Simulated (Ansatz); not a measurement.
octacene, `c1ccc2cc3cc4cc5cc6cc7cc8ccccc8cc7cc6cc5cc4cc3cc2c1`. Total charge 0; singlet. Geometry PBE-D4/def2-SVP.

Cartesian coordinates in Å:
```
C 8.988 1.767 3.702
C 8.910 0.440 4.245
C 7.795 -0.339 4.031
C 6.683 0.153 3.263
C 5.539 -0.616 3.030
C 4.443 -0.125 2.270
C 3.291 -0.895 2.034
C 2.202 -0.403 1.275
C 1.045 -1.172 1.037
C -0.040 -0.680 0.280
C -1.200 -1.449 0.039
C -2.282 -0.956 -0.716
C -3.446 -1.725 -0.958
C -4.523 -1.231 -1.713
C -5.693 -2.001 -1.958
C -6.762 -1.505 -2.709
C -7.947 -2.280 -2.961
C -8.986 -1.767 -3.705
C -8.908 -0.441 -4.248
C -7.793 0.338 -4.034
C -6.682 -0.153 -3.264
C -5.539 0.616 -3.031
C -4.444 0.125 -2.269
C -3.292 0.895 -2.032
C -2.203 0.403 -1.273
C -1.046 1.172 -1.035
C 0.039 0.680 -0.278
C 1.199 1.449 -0.037
C 2.281 0.956 0.718
C 3.445 1.726 0.960
C 4.523 1.231 1.714
C 5.692 2.001 1.959
C 6.762 1.505 2.709
C 7.947 2.280 2.959
H 9.888 2.373 3.884
H 9.752 0.048 4.836
H 7.734 -1.357 4.447
H 5.481 -1.634 3.448
H 3.232 -1.912 2.451
H 0.986 -2.190 1.454
H -1.260 -2.467 0.457
H -3.506 -2.743 -0.542
H -5.754 -3.019 -1.541
H -8.006 -3.298 -2.543
H -9.886 -2.374 -3.888
H -9.749 -0.049 -4.841
H -7.732 1.356 -4.450
H -5.480 1.633 -3.448
H -3.232 1.912 -2.450
H -0.986 2.190 -1.452
H 1.259 2.467 -0.454
H 3.505 2.744 0.543
H 5.753 3.019 1.543
H 8.005 3.298 2.542
```

B3LYP takes the VWN-RPA correlation. Single mean-field runs in def2-SVP, def2-TZVP are fitted with def2-universal-jkfit. The restricted singlet is unstable towards broken spin symmetry in Hartree–Fock (as tested in another run); at HF/6-31G this wasn't settled. The restricted singlet is unstable towards broken spin symmetry at other levels; at PBE-D4/def2-TZVP, B3LYP-D4/6-31G, PBE0-D4/def2-SVP, BHLYP-D4/def2-TZVP this wasn't settled. The order of the spin states hangs on the level: the triplet lies 0.14 eV below the singlet at BHLYP-D4/def2-TZVP, but 0.06 eV above it at PBE-D4/def2-TZVP.

Q: Estimate the orbital energies around the gap (eV) in Ansatz with HF/6-31G, PBE-D4/def2-TZVP, B3LYP-D4/6-31G, PBE0-D4/def2-SVP, BHLYP-D4/def2-TZVP.

A: 
```csv
orbital,HF/6-31G,PBE-D4/def2-TZVP,B3LYP-D4/6-31G,PBE0-D4/def2-SVP,BHLYP-D4/def2-TZVP
HOMO−9,-11.30,-7.60,-8.30,-8.82,-9.80
HOMO−8,-10.74,-7.31,-7.91,-8.42,-9.35
HOMO−7,-10.44,-7.26,-7.87,-8.38,-9.23
HOMO−6,-9.97,-6.80,-7.38,-7.89,-8.75
HOMO−5,-9.12,-6.58,-7.02,-7.50,-8.19
HOMO−4,-8.99,-6.23,-6.72,-7.22,-7.98
HOMO−3,-8.02,-6.09,-6.42,-6.87,-7.38
HOMO−2,-7.82,-5.56,-5.94,-6.42,-7.07
HOMO−1,-6.49,-4.82,-5.07,-5.52,-6.03
HOMO,-5.10,-4.06,-4.18,-4.60,-4.94
LUMO,-0.38,-3.73,-2.94,-3.21,-2.52
LUMO+1,1.11,-2.89,-1.97,-2.19,-1.34
LUMO+2,2.55,-2.04,-0.99,-1.18,-0.20
LUMO+3,2.71,-1.57,-0.50,-0.81,0.03
LUMO+4,3.78,-1.30,-0.12,-0.30,0.75
LUMO+5,3.93,-0.98,0.20,-0.05,0.94
```
